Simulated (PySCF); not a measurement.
BFHO, SMILES [OH+]=BF, charge +1.

The structure is a stationary point at B3LYP-D3(BJ)/def2-TZVP. The geometry has at least one imaginary mode, so it is a saddle point at that level. The isomer is the one that the SMILES or the coordinates give; other isomers of the formula were not compared.

Two levels are set side by side: PBE/def2-TZVPD (PySCF) and r2SCAN/def2-TZVPD (PySCF). Same geometry, gas phase. Differences are taken from unrounded values.

```json
[
 {"quantity": "orbital gap (eV)", "r2SCAN": "10.83", "PBE": "9.77", "PBE minus r2SCAN": "-1.06"},
 {"quantity": "highest occupied level (eV)", "r2SCAN": "-18.29", "PBE": "-17.90", "PBE minus r2SCAN": "0.40"},
 {"quantity": "lowest empty level (eV)", "r2SCAN": "-7.47", "PBE": "-8.13", "PBE minus r2SCAN": "-0.66"},
 {"quantity": "mean polarisability (bohr³)", "r2SCAN": "13.6", "PBE": "14.1", "PBE minus r2SCAN": "0.5"}
]
```

Rough cost on one machine, each run with all the roots and properties that it gave: r2SCAN against PBE about 4 times.
